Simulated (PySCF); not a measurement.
# Working out the ionisation energy of Ca

Ca [Ar] 4s2 (1S) → Ca⁺ [Ar] 4s1 (2S). All numbers are calculated (PySCF 2.14, the spin-free X2C one-electron Hamiltonian (Gaussian nucleus), in an even-tempered Gaussian basis (24 s from 0.0056 bohr⁻², ratio 2.5; 16 p from 0.0073 bohr⁻², ratio 2.5; 6 d from 0.11 bohr⁻², ratio 2.7; 6 f from 0.16 bohr⁻², ratio 2.7)). Frozen: [Ne]; the 31 highest virtual orbitals dropped. Energies in hartree (1 hartree = 27.21139 eV):

| part | Ca (lower) | Ca⁺ (upper) |
| --- | --- | --- |
| UHF | -679.633177 | -679.444410 |
| MP2 opposite-spin | -0.213780 | -0.188070 |
| MP2 same-spin | -0.071807 | -0.066978 |

What does Hartree-Fock give?

(-679.444410) − (-679.633177) = 0.188767 hartree = 5.137 eV.

What do MP2 and SCS-MP2 (6/5 opposite-spin, 1/3 same-spin) give?

The opposite-spin parts differ by 0.700 eV and the same-spin parts by 0.131 eV. MP2: 5.137 + (0.700) + (0.131) = 5.968 eV. SCS-MP2: 5.137 + 1.2 × (0.700) + (0.131)/3 = 6.021 eV.

Measured between the centres of the two terms (NIST): 6.113 eV, so MP2 (outer shells) is off by -0.145 eV.

What remains against the reference includes basis incompleteness, the frozen core and correlation beyond second order.
